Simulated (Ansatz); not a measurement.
Geometry optimisation, RKS PBE-D4/6-31G* (Ansatz 0.2.0).

Input:

```yaml
crystal:
  periodic: [false, false, false]
  atoms:
    - { symbol: Si, position_ang: [-0.8287, 0.0987, -0.5619] }
    - { symbol: C, position_ang: [-0.8607, -0.7159, 1.458] }
    - { symbol: H, position_ang: [-0.9688, -1.0165, -1.5106] }
    - { symbol: H, position_ang: [-2.2873, 0.4359, -0.4053] }
    - { symbol: "N", position_ang: [-0.3568, 1.754, -0.6443] }
    - { symbol: H, position_ang: [0.195, -0.5089, 0.5641] }
    - { symbol: Si, position_ang: [1.7135, -0.4436, -0.5372] }
    - { symbol: H, position_ang: [-0.1072, -1.0535, 2.174] }
    - { symbol: H, position_ang: [-1.3961, 0.0977, 1.9301] }
    - { symbol: H, position_ang: [-1.5359, -1.5448, 1.2918] }
    - { symbol: H, position_ang: [-1.0488, 2.4666, -0.8023] }
    - { symbol: H, position_ang: [0.5473, 2.045, -0.9753] }
    - { symbol: H, position_ang: [2.1088, -0.1312, -1.9176] }
    - { symbol: H, position_ang: [2.1774, -1.826, -0.3457] }
    - { symbol: H, position_ang: [2.6483, 0.3424, 0.2822] }
basis:
  gaussian: { orbitals: "6-31G*" }
hamiltonian:
  xc: pbe
  dispersion: d4
relax:
  f_tol: 0.15
  max_steps: 25
  restrain:
    - { distance: [0, 6], at: 2.22, k: 30.0 }
    - { distance: [5, 1], at: 1.07, k: 30.0 }
    - { distance: [0, 1], at: 3.17, k: 30.0 }
    - { distance: [5, 6], at: 2.72, k: 30.0 }
```

Run as:

```bash
$ ansatz run input.yaml --threads 2 --pin off --max-ram 3072MiB --backend cpu --events-out ev --progress --plain --runs-dir out
```

Problem. Where does it end, and by what steps?

Solution. The forces met the threshold. The restraints hold the end off the free minimum. After 17 steps the energy has fallen by 2.877 eV (the restraints' own energy left out); H3 moved furthest, 1.70 Å. Joined: C2–H6 (1.40 → 1.09 Å).

```csv
step,energy less start (eV),largest force component (eV/Å),accepted
0,0.0000,0.753,yes
1,-0.0448,2.330,yes
2,-0.0185,3.374,yes
3,-0.0882,2.682,yes
4,-0.9093,2.355,yes
5,-1.5775,1.675,yes
6,-1.9771,1.501,yes
7,-2.3027,1.315,yes
8,-2.4976,1.199,yes
9,-2.5852,1.167,yes
10,-2.6700,1.107,yes
11,-2.7520,1.122,yes
12,-2.7914,1.095,yes
13,-2.8169,1.074,yes
14,-2.8384,1.097,yes
15,-2.8630,1.105,yes
16,-2.8747,1.157,yes
17,-2.8769,1.194,yes
```

```xyz
15
Properties=species:S:1:pos:R:3
Si -0.490 0.193 -1.206
C -0.635 -0.571 1.885
H -0.696 0.148 -2.712
H -1.636 -0.614 -0.676
N -0.569 1.809 -0.495
H 0.230 -0.046 1.493
Si 1.548 -0.693 -0.801
H -0.508 -0.699 2.973
H -1.534 0.026 1.687
H -0.732 -1.562 1.420
H -1.403 2.352 -0.735
H 0.253 2.402 -0.660
H 2.420 -0.573 -2.026
H 1.460 -2.159 -0.464
H 2.292 -0.013 0.319
```

Run time: 44 s on 2 threads of Arm Neoverse V1 (shared host), peak memory 0.14 GiB.
